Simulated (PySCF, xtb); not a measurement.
C6H6O, SMILES [C@H]1(C#C)C=COC1.

GFN2-xTB (xtb) at its own geometry gives an orbital gap of 4.75 eV and a dipole moment of 1.01 D.

Geometry optimised at PBE-D3(BJ)/def2-SVP. The structure was generated by enumeration; whether it is a known compound was not checked. Other conformers were not sampled.

Task: What does HF/def2-TZVP (PySCF) give? (Estimate from the structure and the level; the computed values follow.)

Result: gap 12.92 eV (levels -9.16 and 3.76 eV), dipole 0.63 D.
